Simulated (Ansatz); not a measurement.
Species: CsO, net charge 0, doublet state. SMILES: [O][Cs]
Geometry from a B3LYP-D3(BJ)/def2-TZVP (Ansatz, a quantum-chemistry and plane-wave program) optimisation:
```
Cs
O 1 2.3786
```
Charge 0, spin multiplicity 2.

Question: Give the harmonic wavenumbers at B3LYP-D3(BJ)/def2-TZVP (Ansatz, finite differences of forces, unscaled).

Answer: 355 cm⁻¹. Zero-point energy 0.5 kcal/mol.

Question: From these and the geometry, give the ideal-gas thermochemistry at 298.15 K and 1 atm (rigid rotor, harmonic oscillator).

Answer: Point group C∞v, rotational symmetry number 1. Rotational constants 6.255, 6.255 GHz. S(trans) 40.90, S(rot) 15.70, S(vib) 1.15, S(elec, spin only) 1.38, S 59.1 cal/(mol K). H(298) - H(0) 2.30 kcal/mol; G - E(el) -14.8 kcal/mol.
